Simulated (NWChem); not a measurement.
System: C$_{4}$H$_{3}$FS; SMILES Fc1ccsc1

Input file for NWChem:

```
start job
memory heap 200 mb stack 900 mb global 1100 mb
geometry units angstroms noautoz
  F     -0.257525    -2.316364     0.000000
  C     -0.065798    -1.003752     0.000000
  C      1.234047    -0.430008     0.000000
  C      1.168927     0.937137     0.000000
  S     -0.450969     1.505227     0.000000
  C     -1.084487    -0.090593     0.000000
  H      2.153937    -1.014774     0.000000
  H      1.995726     1.646139     0.000000
  H     -2.154484    -0.287059     0.000000
end
basis spherical
  * library 6-31g*
end
dft
  xc b3lyp
  iterations 150
end
task dft gradient
```

Output (shortened):

```
             Northwest Computational Chemistry Package (NWChem) 7.3.0
             --------------------------------------------------------

 CS  symmetry detected

                             Geometry "geometry" -> ""
                             -------------------------

 Output coordinates in angstroms (scale by  1.889725989 to convert to a.u.)

  No.       Tag          Charge          X              Y              Z
 ---- ---------------- ---------- -------------- -------------- --------------
    1 F                    9.0000    -0.25618140    -2.31756931     0.00000000
    2 C                    6.0000    -0.06497670    -1.00488113     0.00000000
    3 C                    6.0000     1.23463990    -0.43061996     0.00000000
    4 C                    6.0000     1.16897592     0.93649902     0.00000000
    5 S                   16.0000    -0.45114599     1.50394442     0.00000000
    6 C                    6.0000    -1.08402897    -0.09212753     0.00000000
    7 H                    1.0000     2.15476251    -1.01501990     0.00000000
    8 H                    1.0000     1.99549275     1.64582994     0.00000000
    9 H                    1.0000    -2.15394771    -0.28901927     0.00000000

 Effective nuclear repulsion energy (a.u.)     271.0330483857

      Symmetry information
      --------------------

 Group name             Cs
 Group number              2
 Group order               2
 No. of unique centers     9

                                 NWChem DFT Module
                                 -----------------

 Summary of "ao basis" -> "ao basis" (spherical)
 ------------------------------------------------------------------------------
       Tag                 Description            Shells   Functions and Types
 ---------------- ------------------------------  ------  ---------------------
 F                           6-31g*                  6       14   3s2p1d
 C                           6-31g*                  6       14   3s2p1d
 S                           6-31g*                  8       18   4s3p1d
 H                           6-31g*                  2        2   2s

      Symmetry analysis of basis
      --------------------------

        a'         69
        a"         25

            General Information
            -------------------
          SCF calculation type: DFT
          Wavefunction type:  closed shell.
          No. of atoms     :     9
          No. of electrons :    52
           Alpha electrons :    26
            Beta electrons :    26
          Charge           :     0
          Spin multiplicity:     1
          Use of symmetry is: on ; symmetry adaption is: on
          Maximum number of iterations: 150
          AO basis - number of functions:    94
                     number of shells:    44
          Convergence on energy requested:  1.00D-06
          Convergence on density requested:  1.00D-05
          Convergence on gradient requested:  5.00D-04

              XC Information
              --------------
                         B3LYP Method XC Potential
                     Hartree-Fock (Exact) Exchange  0.200
                        Slater Exchange Functional  0.800 local
                    Becke 1988 Exchange Functional  0.720 non-local
              Lee-Yang-Parr Correlation Functional  0.810
                  VWN I RPA Correlation Functional  0.190 local

             Grid Information
             ----------------
          Grid used for XC integration:  medium
          Radial quadrature: Mura-Knowles
          Angular quadrature: Lebedev.
          Tag              B.-S. Rad. Rad. Pts. Rad. Cut. Ang. Pts.
          ---              ---------- --------- --------- ---------
          F                   0.50       49          11.0       434
          C                   0.70       49          10.0       434
          S                   1.00       88          10.0       590
          H                   0.35       45          11.0       434
          Grid pruning is: on
          Number of quadrature shells:   468
          Spatial weights used:  Erf1

      Superposition of Atomic Density Guess
      -------------------------------------

 Sum of atomic energies:        -648.96372719

      Non-variational initial energy
      ------------------------------

 Total energy =    -652.274215
 1-e energy   =   -1431.519522
 2-e energy   =     508.212259
 HOMO         =      -0.225268
 LUMO         =       0.025117

      Symmetry analysis of molecular orbitals - initial
      -------------------------------------------------

  Numbering of irreducible representations:

     1 a'          2 a"

  Orbital symmetries:

     1 a'          2 a'          3 a'          4 a'          5 a'
     6 a'          7 a'          8 a'          9 a'         10 a"
    11 a'         12 a'         13 a'         14 a'         15 a'
    16 a'         17 a'         18 a"         19 a'         20 a'
    21 a"         22 a'         23 a'         24 a'         25 a"
    26 a"         27 a"         28 a'         29 a"         30 a'
    31 a'         32 a'         33 a'         34 a'         35 a'
    36 a'

   convergence    iter        energy       DeltaE   RMS-Dens  Diis-err
 ---------------- ----- ----------------- --------- --------- ---------
 d= 0,ls=0.0,diis     1   -652.1443411255 -9.23D+02  1.10D-02  6.81D-01
 d= 0,ls=0.0,diis     2   -652.1676385364 -2.33D-02  5.94D-03  5.54D-01
 d= 0,ls=0.0,diis     3   -652.2155937600 -4.80D-02  2.01D-03  7.82D-02
 d= 0,ls=0.0,diis     4   -652.2223612365 -6.77D-03  7.07D-04  3.40D-03
 d= 0,ls=0.0,diis     5   -652.2227089397 -3.48D-04  2.49D-04  6.65D-04
  Resetting Diis
 d= 0,ls=0.0,diis     6   -652.2227988179 -8.99D-05  6.84D-05  4.80D-05
 d= 0,ls=0.0,diis     7   -652.2228048266 -6.01D-06  3.44D-05  3.26D-06
 d= 0,ls=0.0,diis     8   -652.2228041051  7.21D-07  2.27D-05  9.28D-06
 d= 0,ls=0.0,diis     9   -652.2228052040 -1.10D-06  3.41D-06  1.19D-07
 d= 0,ls=0.0,diis    10   -652.2228052198 -1.59D-08  8.56D-07  9.26D-09

         Total DFT energy =     -652.222805219815
      One electron energy =    -1434.580445324812
           Coulomb energy =      570.374684477844
    Exchange-Corr. energy =      -59.050092758567
 Nuclear repulsion energy =      271.033048385720

 Numeric. integr. density =       52.000007028245

                  Occupations of the irreducible representations
                  ----------------------------------------------

                     irrep           alpha         beta
                     --------     --------     --------
                     a'               21.0         21.0
                     a"                5.0          5.0

                       DFT Final Molecular Orbital Analysis
                       ------------------------------------

 Vector   24  Occ=2.000000D+00  E=-3.493254D-01  Symmetry=a'
              MO Center= -2.3D-01,  5.1D-01,  5.0D-15, r^2= 3.9D+00
   Bfn.  Coefficient  Atom+Function         Bfn.  Coefficient  Atom+Function
  ----- ------------  ---------------      ----- ------------  ---------------
    64      0.455764  5 S  py                 3      0.280999  1 F  px
    66      0.255055  5 S  s                 78     -0.246208  6 C  py
    32      0.202335  3 C  py                 7      0.192562  1 F  px
    46     -0.188799  4 C  py                62      0.183224  5 S  s
    60     -0.174257  5 S  py                63     -0.172235  5 S  px

 Vector   25  Occ=2.000000D+00  E=-2.533681D-01  Symmetry=a"
              MO Center=  3.1D-01,  4.0D-01, -2.2D-15, r^2= 3.0D+00
   Bfn.  Coefficient  Atom+Function         Bfn.  Coefficient  Atom+Function
  ----- ------------  ---------------      ----- ------------  ---------------
    65      0.468293  5 S  pz                33     -0.366106  3 C  pz
    37     -0.271827  3 C  pz                69      0.265791  5 S  pz
    47     -0.193618  4 C  pz                61     -0.174712  5 S  pz
    19     -0.144353  2 C  pz                51     -0.142737  4 C  pz
    79      0.143279  6 C  pz                83      0.114994  6 C  pz

 Vector   26  Occ=2.000000D+00  E=-2.346132D-01  Symmetry=a"
              MO Center= -1.6D-01, -2.7D-02,  5.2D-15, r^2= 2.8D+00
   Bfn.  Coefficient  Atom+Function         Bfn.  Coefficient  Atom+Function
  ----- ------------  ---------------      ----- ------------  ---------------
    79      0.358754  6 C  pz                19      0.315785  2 C  pz
    83      0.304253  6 C  pz                47     -0.293199  4 C  pz
    51     -0.243625  4 C  pz                65     -0.237201  5 S  pz
     5     -0.214250  1 F  pz                 9     -0.167466  1 F  pz
    23      0.166433  2 C  pz                69     -0.141433  5 S  pz

 Vector   27  Occ=0.000000D+00  E=-1.389244D-02  Symmetry=a"
              MO Center=  2.1D-01,  4.4D-01, -6.9D-15, r^2= 3.2D+00
   Bfn.  Coefficient  Atom+Function         Bfn.  Coefficient  Atom+Function
  ----- ------------  ---------------      ----- ------------  ---------------
    51      0.515690  4 C  pz                83      0.424969  6 C  pz
    47      0.383603  4 C  pz                69     -0.377490  5 S  pz
    65     -0.339406  5 S  pz                79      0.326799  6 C  pz
    37     -0.324511  3 C  pz                33     -0.237671  3 C  pz
    19     -0.192162  2 C  pz                23     -0.184390  2 C  pz

 Vector   28  Occ=0.000000D+00  E= 2.810192D-02  Symmetry=a'
              MO Center= -3.9D-01,  1.4D+00, -7.8D-16, r^2= 3.2D+00
   Bfn.  Coefficient  Atom+Function         Bfn.  Coefficient  Atom+Function
  ----- ------------  ---------------      ----- ------------  ---------------
    67     -0.969986  5 S  px                48      0.928077  4 C  s
    80     -0.811706  6 C  s                 68     -0.519840  5 S  py
    82     -0.412562  6 C  py                63     -0.368306  5 S  px
    78     -0.240158  6 C  py                49     -0.228977  4 C  px
    92     -0.193378  8 H  s                 64     -0.188844  5 S  py

 Vector   29  Occ=0.000000D+00  E= 7.481716D-02  Symmetry=a"
              MO Center=  2.9D-01, -4.7D-01,  4.9D-15, r^2= 2.6D+00
   Bfn.  Coefficient  Atom+Function         Bfn.  Coefficient  Atom+Function
  ----- ------------  ---------------      ----- ------------  ---------------
    23      0.634620  2 C  pz                37     -0.616197  3 C  pz
    19      0.492573  2 C  pz                83     -0.431034  6 C  pz
    33     -0.371150  3 C  pz                51      0.356197  4 C  pz
    79     -0.234579  6 C  pz                 9     -0.179688  1 F  pz
    47      0.172881  4 C  pz                 5     -0.168658  1 F  pz

     Multipole analysis of the density
     ---------------------------------

     L   x y z        total         alpha         beta         nuclear
     -   - - -        -----         -----         ----         -------
     0   0 0 0     -0.000000    -26.000000    -26.000000     52.000000

     1   1 0 0      0.220786      0.110393      0.110393      0.000000
     1   0 1 0      0.304075      0.152037      0.152037      0.000000
     1   0 0 1     -0.000000     -0.000000     -0.000000      0.000000

     2   2 0 0    -25.825368    -87.070752    -87.070752    148.316136
     2   1 1 0      0.567725     -0.745705     -0.745705      2.059135
     2   1 0 1     -0.000000     -0.000000     -0.000000      0.000000
     2   0 2 0    -30.995444   -195.544906   -195.544906    360.094367
     2   0 1 1      0.000000      0.000000      0.000000      0.000000
     2   0 0 2    -31.762014    -15.881007    -15.881007      0.000000

            General Information
            -------------------
          SCF calculation type: DFT
          Wavefunction type:  closed shell.
          No. of atoms     :     9
          No. of electrons :    52
           Alpha electrons :    26
            Beta electrons :    26
          Charge           :     0
          Spin multiplicity:     1
          Use of symmetry is: on ; symmetry adaption is: on
          Maximum number of iterations: 150
          AO basis - number of functions:    94
                     number of shells:    44
          Convergence on energy requested:  1.00D-06
          Convergence on density requested:  1.00D-05
          Convergence on gradient requested:  5.00D-04

              XC Information
              --------------
                         B3LYP Method XC Potential
                     Hartree-Fock (Exact) Exchange  0.200
                        Slater Exchange Functional  0.800 local
                    Becke 1988 Exchange Functional  0.720 non-local
              Lee-Yang-Parr Correlation Functional  0.810
                  VWN I RPA Correlation Functional  0.190 local

             Grid Information
             ----------------
          Grid used for XC integration:  medium
          Radial quadrature: Mura-Knowles
          Angular quadrature: Lebedev.
          Tag              B.-S. Rad. Rad. Pts. Rad. Cut. Ang. Pts.
          ---              ---------- --------- --------- ---------
          F                   0.50       49          11.0       434
          C                   0.70       49          10.0       434
          S                   1.00       88          10.0       590
          H                   0.35       45          11.0       434
          Grid pruning is: on
          Number of quadrature shells:   468
          Spatial weights used:  Erf1

          Convergence Information
          -----------------------
          Convergence aids based upon iterative change in
          total energy or number of iterations.
          Levelshifting, if invoked, occurs when the
          HOMO/LUMO gap drops below (HL_TOL):  1.00D-02
          DIIS, if invoked, will attempt to extrapolate
          using up to (NFOCK): 10 stored Fock matrices.

                    Damping( 0%)  Levelshifting(0.5)       DIIS
                  --------------- ------------------- ---------------
          dE  on:    start            ASAP                start
          dE off:    2 iters        150 iters           150 iters

                            NWChem DFT Gradient Module
                            --------------------------

  charge          =   0.00
  wavefunction    = closed shell

  Using symmetry

                         DFT ENERGY GRADIENTS

    atom               coordinates                        gradient
                 x          y          z           x          y          z
   1 F      -0.484113  -4.379571   0.000000    0.001869   0.014332   0.000000
   2 C      -0.122788  -1.898950   0.000000    0.001080  -0.013132   0.000000
   3 C       2.333131  -0.813754   0.000000   -0.006503   0.001169   0.000000
   4 C       2.209044   1.769727   0.000000   -0.012407  -0.000893   0.000000
   5 S      -0.852542   2.842043   0.000000    0.005222  -0.010347   0.000000
   6 C      -2.048518  -0.174096   0.000000    0.008254   0.008807   0.000000
   7 H       4.071911  -1.918109   0.000000    0.003883  -0.002506   0.000000
   8 H       3.770935   3.110168   0.000000    0.003918   0.003656   0.000000
   9 H      -4.070371  -0.546167   0.000000   -0.005316  -0.001085   0.000000
```

Level: B3LYP/6-31G* (spherical d). The geometry was optimised at PBE0/def2-SVP.
